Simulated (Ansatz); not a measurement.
`C[C](=O)[GeH3]` + H₂ → `O=[CH][GeH3]` + CH₄ at 700 K and 1 bar (hydrogenolysis of a C–C bond).

Isolated molecules relaxed with PBE0-D4/def2-TZVP in Ansatz; ΔE leaves out vibrations. CBS: MP2 limit from def2 TZ/QZ plus the TZ coupled-cluster correction, frozen cores. This one scheme is used for every species. For Ge outer-core shells are correlated without core-valence functions, which leaves a few kJ/mol of doubt a bond. Scalar relativity is left out up to krypton.

```
         species  CCSD(T)/CBS energy (Eh)  H − E (kJ/mol)  S (J/(mol·K))
`C[C](=O)[GeH3]`              -2230.97136           252.8          452.9
              H₂                 -1.17544            46.8          155.3
  `O=[CH][GeH3]`              -2191.69659           160.7          381.7
             CH₄                -40.46206           145.9          224.0
```

H − E and S are ideal-gas, rigid-rotor, harmonic terms from PBE0-D4/def2-TZVP. For small species the MP2-based limit differs from directly extrapolated CCSD(T) by up to some mEh (0.8 for H₂); such offsets cancel only in part. 1 Eh = 2625.50 kJ/mol, R = 8.31446 J/(mol·K).

By hand: ΔE, ΔH, ΔS and ΔG.

ΔE = (-2191.69659) + (-40.46206) − (-2230.97136) − (-1.17544) = -0.01185 Eh = -31.1 kJ/mol. Δ(H − E) = 160.7 + 145.9 − 252.8 − 46.8 = 7.0, so ΔH = -24.1 kJ/mol. ΔS = 381.7 + 224.0 − 452.9 − 155.3 = -2.5 J/(mol·K). ΔG = -24.1 − 700 × (-2.5)/1000 = -22.4 kJ/mol.

By hand: the equilibrium constant, and the temperature at which ΔG would vanish if ΔH and ΔS stayed fixed.

log₁₀ K = −ΔG/(RT ln 10) = 1.7. ΔG = 0 at ΔH/ΔS = 9640 K, far beyond where these terms or the molecules hold.

The number of gas molecules stays the same, so ΔS is small and ΔH decides. A doubt of 5 kJ/mol in ΔE shifts log₁₀ K by 0.4 here. Modes under 60 cm⁻¹, often nearly free rotors, make the harmonic entropy too high. These are equilibria of isolated gas molecules and say nothing of rates. Largest T1 diagnostic: 0.014 (customary marks: 0.02 for closed shells, 0.045 for open ones).
